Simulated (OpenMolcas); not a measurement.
F²⁺: effect of the level shift or regulariser

```json
{"Program": "OpenMolcas 26.06", "Basis": "ANO-R1 [3s2p1d]", "Scalar Hamiltonian": "X2C, finite nucleus", "Active space": "3 electrons in 3 orbitals (2p)", "State averaging": "2S+1 = 4 odd, 1 root; 2S+1 = 2 odd, 8 roots", "Spin-orbit coupling": "RASSI with atomic mean-field integrals over the reference wave functions, term energies averaged over their components"}
```

Methods on the same reference wave functions:
A. CASSCF
B. SS-CASPT2, IPEA 0.25 Eh, imaginary shift 0.1 Eh (closed shells correlated: 1s 2s)
C. SS-CASPT2, IPEA 0.25 Eh, real shift 0.2 Eh (closed shells correlated: 1s 2s)

Energies in cm-1 above 2s2 2p3 4S* 3/2.

| Level | A | B | C |
| --- | --- | --- | --- |
| 2s2 2p3 4S* 3/2 | 0.0 | 0.0 | 0.0 |
| 2s2 2p3 2D* 3/2 | 38014 | 36300 | 36310 |
| 2s2 2p3 2D* 5/2 | 38021 | 36310 | 36310 |
| 2s2 2p3 2P* 1/2 | 63083 | 57110 | 57150 |
| 2s2 2p3 2P* 3/2 | 63093 | 57120 | 57160 |

Between B and C the level of the table that moves most is 2s2 2p3 2P* 1/2, by 38 cm-1 (lowest in B, highest in C). Moves below CASPT2's spread within the term are not significant.

From A to B the spin-free energies of the other terms of 2s2 2p3 shown, above 4S*, scale by factors of 0.91 to 0.96.

The lowest spin-free term lies below A's lowest term by 0.069 hartree in B, 0.069 hartree in C.

Term energies are means over components that CASPT2 splits; among the terms shown or strongly mixed into the levels shown the widest spread is 150 cm-1 (2s2 2p3 2D*, B). With the s shell closed, the reference lacks s² → p² mixing. Levels of configurations outside the active space are missing.

* marks odd parity.
